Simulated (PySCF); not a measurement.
Start geometry of `F[SiH2]O[SiH2]Cl` from GFN2-xTB (Å):
```
atom  x, y, z in Å
F1    -1.6174    1.7814   -0.5825
Si2   -1.5818    0.2654   -0.0620
O3    -0.0536   -0.2223   -0.2134
Si4    1.5529   -0.3193   -0.0507
Cl5    1.9461   -0.9667    1.7998
H6    -2.3494   -0.5314   -0.9957
H7    -1.9538    0.3087    1.3376
H8     2.1178    1.0085   -0.2292
H9     1.9529   -1.3184   -1.0290
```

Question: What comes out of this run: PBE0-D3(BJ)/def2-SVP geometry optimisation, gas phase in PySCF?

Answer: 
```
atom  x, y, z in Å
F1     0.4581    0.8185    1.6444
Si2    0.5940   -0.7531    2.0070
O3     2.0621   -1.2887    1.4871
Si4    3.7003   -1.2413    1.6759
Cl5    4.1789   -1.7126    3.6259
H6    -0.4541   -1.4903    1.2649
H7     0.4898   -0.8831    3.4810
H8     4.2111    0.1248    1.3984
H9     4.2979   -2.2638    0.7852
```

The energy falls by 0.198 eV over 16 energy and gradient evaluations, the largest force component goes from 0.0247 to 4.0e-04 Eh/bohr, and the atoms move by 0.189 Å rms after alignment. The bond that changes most is Si4–Cl5 (chlorine-bound silicon to silicon-bound chlorine), which lengthens by 0.063 Å. Bonds longer at the end by more than 0.005 Å: 8 of 8; shorter: 0. Among the angles that change most is Si2–O3–Si4, from 161.9° to 147.1°. Rotational constants go from 6380, 1043, 983.9 to 5302, 1086, 1019 MHz. The orientation of the end geometry is arbitrary; only internal coordinates are fixed.

The run used 102 basis functions and 98 SCF cycles in all. Time: 37 s of wall time. Hardware: x86-64 server, one thread, on a shared host.

Whether it is a minimum is left open (no frequencies). The numbers are those of one conformer.
